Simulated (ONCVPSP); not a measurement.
**Reading a pseudo-wave (Ta (Z = 73))**

Columns: radius, all-electron u(r) and pseudo u(r) of the 5p shell (level -41.09 eV) of tantalum in the configuration [Kr] 4d10 4f14 5s2 5p6 5d3 6s1 6p1; LDA (Perdew-Zunger), scalar-relativistic, ONCV scheme, ONCVPSP 4.0.1.

| r (bohr) | all-electron | pseudo |
| --- | --- | --- |
| 0.155 | 0.3504 | 0.0462 |
| 0.310 | -0.3930 | 0.1760 |
| 0.465 | -0.4081 | 0.3637 |
| 0.620 | 0.1357 | 0.5726 |
| 0.775 | 0.6322 | 0.7623 |
| 0.930 | 0.9172 | 0.8989 |
| 1.085 | 1.0163 | 0.9631 |
| 1.240 | 0.9942 | 0.9543 |
| 1.395 | 0.9065 | 0.8873 |
| 1.550 | 0.7908 | 0.7848 |
| 1.705 | 0.6698 | 0.6688 |
| 1.860 | 0.5557 | 0.5556 |
| 2.015 | 0.4542 | 0.4541 |
| 2.170 | 0.3670 | 0.3670 |
| 2.325 | 0.2941 | 0.2940 |
| 2.480 | 0.2341 | 0.2340 |
| 2.635 | 0.1853 | 0.1853 |
| 2.790 | 0.1461 | 0.1461 |
| 2.945 | 0.1148 | 0.1147 |
| 3.100 | 0.0899 | 0.0899 |
| 3.255 | 0.0702 | 0.0702 |
| 3.410 | 0.0547 | 0.0547 |
| 3.565 | 0.0426 | 0.0426 |
| 3.720 | 0.0331 | 0.0331 |
| 3.875 | 0.0257 | 0.0257 |
| 4.030 | 0.0199 | 0.0199 |

(1) How many radial nodes do the two functions have?

(2) At about which radius was the pseudo-wave matched?

(3) Is the pseudo-wave norm-conserving?

Results:

(1) The all-electron 5p function has n − l − 1 = 3 (the table is too coarse to show those close to the nucleus); the pseudo-wave has 0, since the states of the same l below it are removed with the core.

(2) 1.95 bohr, where the columns begin to agree (steps of 0.15 bohr).

(3) Yes: the ONCV scheme keeps the norm inside the radius equal to the all-electron one, which fixes the energy derivative of the logarithmic derivative at the level.
